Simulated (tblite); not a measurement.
Compound: C4H11BOSi2.
Atom-mapped SMILES: `[BH2:1][Si@:2]([OH:3])([C:4]#[C:5][CH3:6])[CH2:7][SiH3:8]` (hydrogens: H9, H10 on B1; H11 on O3; H12, H13, H14 on C6; H15, H16 on C7; H17, H18, H19 on Si8)

Computed with GFN2-xTB (tblite), gas phase: L-BFGS steps from a force-field or distance-geometry start until the largest atomic force falls under 0.01 eV/Å.

Step 17: E = -622.3558 eV
```
atom  x, y, z in Å  |  force x, y, z in eV/Å
B1     -0.7643    2.3224   -0.1027    0.044   0.018  -0.012
Si2    -0.3085    0.5047    0.4546   -0.006   0.016   0.025
O3     -0.4565    0.2601    2.0798    0.016  -0.027   0.040
C4      1.4576    0.0697    0.0555    0.110   0.049  -0.134
C5      2.5966   -0.1016   -0.3045   -0.105   0.019   0.042
C6      3.9689   -0.3239   -0.7044    0.067  -0.017  -0.044
C7     -1.4414   -0.8371   -0.3305    0.021   0.000   0.048
Si8    -2.9122   -1.2496    0.7870   -0.069  -0.025   0.017
H9     -1.1051    3.1435    0.6560   -0.037   0.012   0.072
H10    -0.6908    2.6664   -1.2143    0.002  -0.022  -0.086
H11    -0.7284    0.9567    2.6670    0.041   0.011   0.012
H12     4.6476    0.1461    0.0060    0.004   0.025   0.043
H13     4.1501    0.1040   -1.6924   -0.055  -0.017   0.036
H14     4.1875   -1.3905   -0.7391   -0.022  -0.031  -0.005
H15    -0.8662   -1.7384   -0.5252    0.052  -0.064   0.034
H16    -1.7898   -0.4975   -1.3030   -0.044   0.051  -0.070
H17    -3.5677    0.0083    1.1745   -0.064   0.015   0.009
H18    -2.4738   -1.9555    1.9879   -0.002  -0.019   0.015
H19    -3.9135   -2.0783    0.1012    0.046   0.006  -0.045
```

Step 18: E = -622.3581 eV
```
atom  x, y, z in Å  |  force x, y, z in eV/Å
B1     -0.7656    2.3247   -0.1052    0.040   0.021  -0.008
Si2    -0.3114    0.5098    0.4526    0.071  -0.032   0.033
O3     -0.4533    0.2598    2.0773    0.017  -0.038   0.037
C4      1.4570    0.0751    0.0485    0.097   0.049  -0.117
C5      2.5984   -0.1035   -0.3006   -0.070   0.021   0.004
C6      3.9726   -0.3259   -0.7041    0.004  -0.007  -0.011
C7     -1.4432   -0.8350   -0.3271    0.026   0.001   0.026
Si8    -2.9154   -1.2496    0.7886   -0.070  -0.022   0.013
H9     -1.1058    3.1441    0.6538   -0.046   0.039   0.090
H10    -0.6917    2.6690   -1.2156    0.004  -0.015  -0.111
H11    -0.7212    0.9518    2.6711    0.038   0.028   0.018
H12     4.6510    0.1462    0.0074   -0.017  -0.006   0.000
H13     4.1486    0.1034   -1.6934   -0.049  -0.029   0.072
H14     4.1908   -1.3938   -0.7407   -0.024   0.016   0.004
H15    -0.8638   -1.7348   -0.5180    0.036  -0.061   0.033
H16    -1.7883   -0.4973   -1.3020   -0.050   0.035  -0.054
H17    -3.5783    0.0065    1.1746   -0.045  -0.007   0.007
H18    -2.4785   -1.9607    1.9881   -0.005  -0.001   0.005
H19    -3.9116   -2.0806    0.0978    0.044   0.008  -0.043
```

Problem. Estimate the geometry and energy of step 19. (The exact step hangs on the optimiser's Hessian estimate; all steps are aligned on step 18, rigid shifts and turns removed.)

Solution. E = -622.3604 eV, largest force 0.139 eV/Å
```
atom  x, y, z in Å  |  force x, y, z in eV/Å
B1     -0.7666    2.3276   -0.1080    0.033   0.030   0.000
Si2    -0.3131    0.5143    0.4515    0.123  -0.062   0.020
O3     -0.4497    0.2587    2.0755    0.010  -0.022   0.054
C4      1.4568    0.0819    0.0393    0.036   0.051  -0.077
C5      2.6004   -0.1053   -0.2971    0.003   0.015  -0.041
C6      3.9761   -0.3281   -0.7034   -0.060   0.001   0.031
C7     -1.4447   -0.8329   -0.3236    0.021  -0.002  -0.005
Si8    -2.9195   -1.2498    0.7905   -0.039  -0.006   0.001
H9     -1.1073    3.1451    0.6533   -0.045   0.044   0.075
H10    -0.6924    2.6711   -1.2190    0.002  -0.014  -0.096
H11    -0.7132    0.9476    2.6755    0.046   0.019   0.003
H12     4.6542    0.1461    0.0087   -0.032  -0.034  -0.036
H13     4.1461    0.1024   -1.6933   -0.032  -0.030   0.080
H14     4.1935   -1.3969   -0.7421   -0.024   0.051   0.014
H15    -0.8608   -1.7321   -0.5099    0.003  -0.035   0.029
H16    -1.7876   -0.4964   -1.3016   -0.038   0.004  -0.006
H17    -3.5899    0.0045    1.1749   -0.025  -0.030   0.005
H18    -2.4833   -1.9658    1.9885   -0.011   0.017  -0.004
H19    -3.9087   -2.0827    0.0934    0.031   0.002  -0.046
```

The energy changes by -0.0023 eV. The first-order estimate −F·Δx gives -0.0031 eV and the mean of the old and new forces, exact on a quadratic surface, -0.0023 eV. The step makes an angle of 69° with the force vector and moves no atom by more than 0.012 Å.

The cost below is that of the whole relaxation. The run took 1.5 s of wall time on an Arm Neoverse V1 with one thread, no GPU, shared host.
